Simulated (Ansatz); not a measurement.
Clusters of 3 atoms, oxide: r2SCAN-D4/def2-TZVPD single points in Ansatz on relaxed structures, gas phase. Each cluster is the lowest isomer that a short search found in that spin, judged at the geometry's level, and lower ones may exist. Core potentials for Ag, Nb, Pt, Zr, no spin–orbit coupling. HOMO and LUMO are taken over both spins. Singlets are spin-restricted. A dash marks a value that wasn't run or was left out as unsound. The structures are stationary points that may keep the symmetry of their start. Remarks come from the PBE and PBE0 runs and from stability tests at other levels; not every state was tested. A HOMO above zero means that the electron is unbound at that level and held by the basis, or that self-interaction error raises the level; the energy of removing that electron tells which. HOMO above LUMO (over both spins in singlets and doublets, within one spin in higher multiplets; at PBE or PBE0), or a gap under 0.15 eV within one spin, warns that the state may not be the lowest or that an electron is smeared out.

```csv
species,atoms,state,geometry,HOMO (eV),LUMO (eV),gap (eV),lowest of the spins relaxed,point group (within 0.1 Å),remarks
Cu2O,3,singlet,r2SCAN-D4/def2-TZVP,-4.96,-3.36,1.59,–,C2v,–
Cu2O⁻,3,doublet,r2SCAN-D4/def2-TZVPD,0.71,–,–,"doublet, of doublet/quartet",C2v,"HOMO above zero at PBE or PBE0, HOMO above zero (quartet), gap within one spin near zero at PBE or PBE0 (quartet)"
Na2O,3,singlet,PBE-D4/def2-TZVP,-2.38,-1.02,1.36,–,C2v,–
NbO2,3,doublet,PBE0-D4/def2-TZVP,-5.35,-3.81,1.54,–,C2v,–
ZrO2,3,singlet,PBE0-D4/def2-TZVP,-5.57,-3.10,2.47,–,C2v,–
Ag2O,3,singlet,PBE0-D4/def2-TZVP,-5.01,-3.37,1.64,–,C2v,–
PtO2⁻,3,doublet,r2SCAN-D4/def2-TZVPD,0.48,–,–,"doublet, of doublet/quartet",D∞h,"near-degenerate levels, HOMO above zero at PBE or PBE0, gap within one spin near zero, HOMO above zero (quartet)"
ZrO2⁻,3,doublet,PBE-D4/def2-TZVPD,0.29,–,–,"doublet, of doublet/quartet",C2v,"HOMO above zero at PBE or PBE0, HOMO above zero (quartet)"
```

The gap (eV) runs from 1.36 (Na2O) to 2.47 (ZrO2).
